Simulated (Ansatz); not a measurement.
Relaxation of F3H6NSi2 (12 atoms, charge 0, multiplicity 1), to a largest force component of 0.03 eV/Å in at most 50 steps.

Computed with UKS BLYP-D4/def2-SVP (Ansatz).

```xyz
12
Properties=species:S:1:pos:R:3
Si -0.598 0.794 0.929
Si 0.211 -1.308 0.786
F -1.828 1.105 -0.102
F -1.210 1.066 2.414
F 0.526 1.959 0.706
H 0.762 -0.487 -1.752
N 0.490 0.471 -1.982
H 0.046 -1.994 2.110
H -0.552 -2.069 -0.254
H 1.666 -1.274 0.434
H -0.519 0.597 -1.879
H 1.006 1.140 -1.409
```

Where does it end, and by what steps?

The forces met the threshold. After 4 steps the energy has fallen by 0.073 eV; H6 moved furthest, 0.21 Å.

```csv
step,energy less start (eV),largest force component (eV/Å),accepted
0,0.0000,1.040,yes
1,-0.0659,0.308,yes
2,-0.0700,0.145,yes
3,-0.0724,0.033,yes
4,-0.0731,0.016,yes
```

```xyz
12
Properties=species:S:1:pos:R:3
Si -0.636 0.826 1.012
Si 0.211 -1.354 0.838
F -1.847 1.116 -0.043
F -1.242 1.128 2.491
F 0.503 1.964 0.746
H 0.812 -0.461 -1.951
N 0.520 0.509 -2.116
H 0.037 -2.055 2.153
H -0.544 -2.091 -0.224
H 1.666 -1.291 0.495
H -0.489 0.587 -1.950
H 1.007 1.121 -1.452
```

Run time: 22 s on 4 threads of Arm Neoverse N1, on a shared host, peak memory 0.2 GiB.
